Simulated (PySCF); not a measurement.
## Radial density of Pb(78+) (lead, charge +78)

UHF, [He] 2s2, closed-shell 1S. All numbers are calculated (PySCF 2.14, the spin-free X2C one-electron Hamiltonian (Gaussian nucleus), in an even-tempered Gaussian basis (18 s from 63 bohr⁻², ratio 2.2; 8 p from 96 bohr⁻², ratio 2.4; 5 d from 290 bohr⁻², ratio 2.4; 5 f from 430 bohr⁻², ratio 2.4; 4 g from 650 bohr⁻², ratio 2.4)).

```
r (bohr)  4πr²ρ (e/bohr)
  0.0127           96.40
  0.0214           47.75
  0.0360           27.61
  0.0605           32.98
   0.102           9.273
   0.171          0.2069
   0.288       0.0001229
```

Densities and radii are taken from the X2C orbitals without a picture-change correction, which distorts them close to the nucleus.
